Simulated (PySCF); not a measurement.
A GIAO shielding run with PySCF 2.14.0 with density-fitted response routines (density fitting, non-relativistic, gas phase) on `InChI=1S/C6H13FOSi/c1-6(2)5-9-8-4-3-7/h3-4,6H,5,9H2,1-2H3/b4-3+`:

```
$ OMP_NUM_THREADS=1 python probes_run.py task.json out

{"job": {"kind": "nmr", "xc": "PBE0", "basis": "pcSseg-1"}, "charge": 0, "multiplicity": 1}
C     -2.137490    -1.442876     0.313528
C     -1.996459    -0.188387    -0.541661
C     -2.398174     1.046979     0.257934
C     -0.583273    -0.053027    -1.110609
Si     0.832370    -0.055028     0.147797
O      2.082960     0.373024    -0.824396
C      3.380994     0.530188    -0.560110
C      3.953246     0.340038     0.617305
F      5.277950     0.529460     0.773582
H     -3.177705    -1.599991     0.591104
H     -1.548594    -1.348967     1.222038
H     -1.792065    -2.317800    -0.231396
H     -2.690534    -0.277823    -1.388151
H     -2.313663     1.943847    -0.351519
H     -1.758669     1.160021     1.128819
H     -3.428316     0.960604     0.597467
H     -0.415213    -0.873296    -1.813461
H     -0.532860     0.864169    -1.702118
H      0.714692     0.927321     1.229960
H      1.095639    -1.372892     0.735376
H      3.966289     0.840911    -1.417502
H      3.458463     0.032911     1.523595
```

Hardware: 1 thread of an Arm Neoverse N1, shared host. The job also computes population analyses, field gradients.

Problem. How large is the calculation?

Solution. 80 electrons, 225 basis functions and 1187 auxiliary functions.

Problem. How long does it take, and how much memory does it need?

Solution. 95 s of wall time, with 14 SCF cycles and 5 response iterations; peak memory 1.1 GiB. Times on a shared host scatter by some tens of per cent.
